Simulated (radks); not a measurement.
The numbers below are computed, except where a source is named.
Question: These are the eigenvalues of the occupied orbitals of an atom or ion with whole-number occupations (hartree). Level of theory: scalar-relativistic Kohn-Sham, LB94 model potential, spin-polarised, spherical densities, finite nucleus; Fermi nuclear charge, rms radius of each element as measured or else 0.836 A^(1/3) + 0.57 fm (a radial shooting solver on a logarithmic mesh with Libxc functionals).

orbital  eigenvalue
1s down   -1766.493
1s up     -1766.257
2s up     -407.9985
2s down   -406.4901
2p up     -383.6031
2p down   -382.1057

Which element is it, and in what charge state? The configuration may be excited. Open shells, if any, are filled with parallel spins first.

Answer: Z = 60, neodymium, charge +52: Nd52+ in [He] 2s2 2p4. The list shows which subshells hold electrons but not how many an open one holds; the 1s level, -1766.5 hartree, gives Z - s = 59.4 by -(Z - s)^2/2, which with screening and relativity narrows Z to a few neighbours, and the depths of the outer levels then fix element, charge and occupations together.
